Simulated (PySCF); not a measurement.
Species: Si4H10.
SMILES with atom numbers: `[SiH3:1][SiH:2]([SiH3:3])[SiH3:4]` (hydrogens: H5, H6, H7 on Si1; H8 on Si2; H9, H10, H11 on Si3; H12, H13, H14 on Si4)

Computed geometry: GFN2-xTB, gas phase.

Question: Give the optimised bond lengths and angles.

Answer: 
| bond | length (Å) |
| --- | --- |
| Si1–Si2, Si2–Si3, Si2–Si4 | 2.328 |
| Si1–H5 and 8 like bonds | 1.465 |
| Si2–H8 | 1.484 |

Bonds in one row agree within 0.01 Å and their mean is given. A selection of angles:
| angle | degrees |
| --- | --- |
| Si2–Si1–H5 | 113.5 |
| Si2–Si1–H6 | 110.7 |
| H5–Si1–H6 | 106.2 |
| Si1–Si2–Si3 | 112.8 |
| Si1–Si2–H8 | 105.9 |

All 3 Si–Si bonds measure 2.328 Å. Si2 (SiH silicon) is distorted tetrahedral (angles from 105.9° to 112.8°). Si1 (SiH3 silicon) is distorted tetrahedral (angles from 106.2° to 113.5°).

Point group: C3v (tolerance 0.08 Å). No frequency check.
